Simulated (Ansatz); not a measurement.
Steps of a relaxation of `C[C@H](F)[Si@H](F)Cl` with RKS PBE-D4/def2-SVP.

```sh
$ ansatz run in.yaml --threads 4 --pin off --events-out ev --progress --plain --max-ram 10444MiB
```

```yaml
crystal:
  periodic: [false, false, false]
  atoms:
    - {symbol: C, position_ang: [0.860000, -1.185200, -0.448700]}
    - {symbol: C, position_ang: [0.535800, 0.138200, 0.312600]}
    - {symbol: F, position_ang: [0.718000, -0.133900, 1.623700]}
    - {symbol: Si, position_ang: [-1.089300, 0.873200, 0.109800]}
    - {symbol: F, position_ang: [-1.439100, 1.090800, -1.469000]}
    - {symbol: Cl, position_ang: [-1.305100, 2.684700, 1.073900]}
    - {symbol: H, position_ang: [0.161800, -1.941200, -0.143200]}
    - {symbol: H, position_ang: [1.868900, -1.471900, -0.267400]}
    - {symbol: H, position_ang: [0.704400, -0.978300, -1.498000]}
    - {symbol: H, position_ang: [1.288100, 0.890800, 0.050800]}
    - {symbol: H, position_ang: [-2.238000, -0.024200, 0.676200]}
basis:
  gaussian: {orbitals: def2-SVP}
hamiltonian: {xc: pbe, dispersion: d4}
relax: {f_tol: 0.03, max_steps: 200}
```

Positions (Å) and forces (eV/Å) along the path, 7 of 7 steps:

```xyz
11
step=1 energy=-27962.7144 eV
C     0.860   -1.185   -0.449   -1.331    2.267   -0.021
C     0.536    0.138    0.313    2.228   -1.624   -1.303
F     0.718   -0.134    1.624    0.002   -0.170    2.462
Si   -1.089    0.873    0.110   -3.454   -0.087    0.282
F    -1.439    1.091   -1.469    0.226    0.072   -0.248
Cl   -1.305    2.685    1.074    0.259    0.091   -0.005
H     0.162   -1.941   -0.143   -0.635   -0.950    0.372
H     1.869   -1.472   -0.267    1.372   -0.440    0.316
H     0.704   -0.978   -1.498    0.026   -0.112   -1.070
H     1.288    0.891    0.051    0.489    0.504   -0.464
H    -2.238   -0.024    0.676    0.818    0.449   -0.322
11
step=2 energy=-27963.0442 eV
C     0.819   -1.140   -0.459   -0.302    0.840    0.466
C     0.560    0.150    0.352    0.846   -0.666   -1.009
F     0.722   -0.091    1.703    0.087   -0.190    0.708
Si   -1.145    0.817    0.114   -0.932    0.482    0.058
F    -1.393    1.071   -1.485   -0.022   -0.084   -0.005
Cl   -1.216    2.663    1.054   -0.138   -0.068    0.006
H     0.116   -1.918   -0.132   -0.109   -0.373    0.078
H     1.850   -1.459   -0.279    0.386   -0.317    0.009
H     0.667   -0.964   -1.536    0.018    0.078   -0.187
H     1.301    0.922    0.047    0.037    0.107   -0.031
H    -2.216   -0.108    0.640    0.129    0.192   -0.093
11
step=3 energy=-27963.1074 eV
C     0.831   -1.145   -0.456   -0.100    0.254    0.217
C     0.580    0.139    0.343    0.221   -0.209   -0.453
F     0.739   -0.107    1.711    0.025   -0.028    0.175
Si   -1.162    0.845    0.121   -0.121    0.184   -0.008
F    -1.422    1.064   -1.483    0.027   -0.012    0.049
Cl   -1.281    2.686    1.062   -0.007   -0.086   -0.051
H     0.122   -1.941   -0.147    0.039   -0.021   -0.023
H     1.866   -1.501   -0.278   -0.028   -0.047   -0.024
H     0.697   -0.957   -1.541    0.017    0.007    0.026
H     1.323    0.915    0.037   -0.023   -0.002    0.063
H    -2.227   -0.055    0.651   -0.048   -0.040    0.028
11
step=4 energy=-27963.1129 eV
C     0.829   -1.139   -0.453    0.005    0.016    0.040
C     0.590    0.140    0.337   -0.016   -0.020   -0.132
F     0.747   -0.108    1.711    0.013    0.006    0.060
Si   -1.165    0.845    0.122    0.039    0.039   -0.022
F    -1.423    1.058   -1.482    0.006   -0.007    0.028
Cl   -1.291    2.683    1.057   -0.006   -0.004   -0.006
H     0.113   -1.933   -0.153    0.015    0.018   -0.017
H     1.857   -1.516   -0.275   -0.034   -0.001   -0.015
H     0.705   -0.947   -1.538    0.007   -0.009    0.014
H     1.333    0.918    0.038   -0.020   -0.011    0.037
H    -2.229   -0.057    0.656   -0.009   -0.026    0.013
11
step=5 energy=-27963.1115 eV rejected
C     0.829   -1.141   -0.455   -0.045    0.057    0.014
C     0.590    0.138    0.331    0.056    0.091    0.066
F     0.744   -0.104    1.712   -0.030   -0.015   -0.070
Si   -1.160    0.855    0.122   -0.023   -0.144    0.095
F    -1.431    1.048   -1.479   -0.006    0.050   -0.077
Cl   -1.301    2.692    1.055    0.018   -0.012   -0.027
H     0.098   -1.924   -0.170   -0.004   -0.021   -0.005
H     1.848   -1.534   -0.266    0.011    0.013    0.016
H     0.724   -0.946   -1.542   -0.003    0.001    0.004
H     1.327    0.924    0.046    0.060   -0.038   -0.029
H    -2.203   -0.066    0.667   -0.033    0.018    0.014
11
step=6 energy=-27963.1136 eV
C     0.828   -1.137   -0.454    0.002    0.004    0.007
C     0.591    0.140    0.335   -0.009    0.001   -0.031
F     0.742   -0.109    1.712    0.005    0.003    0.013
Si   -1.163    0.846    0.123    0.009    0.006    0.005
F    -1.429    1.051   -1.480   -0.002   -0.001    0.001
Cl   -1.292    2.688    1.050   -0.004   -0.011   -0.005
H     0.106   -1.928   -0.163    0.002    0.004   -0.006
H     1.852   -1.522   -0.271   -0.009   -0.002   -0.002
H     0.714   -0.943   -1.540    0.002   -0.003    0.003
H     1.336    0.918    0.044   -0.003   -0.005    0.012
H    -2.220   -0.063    0.666    0.006    0.004    0.002
11
step=7 energy=-27963.1137 eV
C     0.828   -1.136   -0.455   -0.004   -0.002   -0.003
C     0.592    0.141    0.334    0.002    0.014   -0.007
F     0.741   -0.108    1.711   -0.003   -0.008    0.009
Si   -1.163    0.846    0.124    0.000    0.000    0.002
F    -1.436    1.044   -1.479    0.001   -0.002   -0.001
Cl   -1.294    2.691    1.044    0.001    0.000    0.000
H     0.099   -1.923   -0.175    0.000   -0.002    0.003
H     1.848   -1.528   -0.264   -0.001   -0.003    0.000
H     0.726   -0.938   -1.542    0.002    0.000    0.000
H     1.339    0.917    0.047   -0.001    0.003   -0.002
H    -2.214   -0.063    0.676    0.002   -0.001    0.000
```

Run time 9.5 s (4 threads of an Arm Neoverse V2 on a shared host); peak host memory 0.16 GiB.
